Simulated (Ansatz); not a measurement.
H3SbTe2, SMILES [TeH][SbH][TeH].

Geometry optimised at PBE0-D3(BJ)/def2-SVP. The structure was generated by enumeration; whether it is a known compound was not checked. The def2 effective core potentials stand for the cores of Sb, Te; spin–orbit coupling is left out.

Two levels are set side by side: PBE/def2-SVPD (Ansatz, a program for electronic structure) and PBE0/def2-SVPD (Ansatz). Energy differences of separate SCF runs at the same geometry; the states with an electron removed or added have multiplicity 2 and 2. Differences are taken from unrounded values.

```
quantity                            PBE
---------------------------------  ----
vertical ionisation energy (eV)    7.70
vertical electron affinity (eV)    0.59
vertical singlet–triplet gap (eV)  2.65
```

Problem. These are the PBE values. What does PBE0 give? (The exact figures need the calculation; the answer reports its results.)

Solution. 
```tsv
quantity	PBE0	PBE minus PBE0
vertical ionisation energy (eV)	7.93	-0.24
vertical electron affinity (eV)	0.61	-0.01
vertical singlet–triplet gap (eV)	2.83	-0.18
```
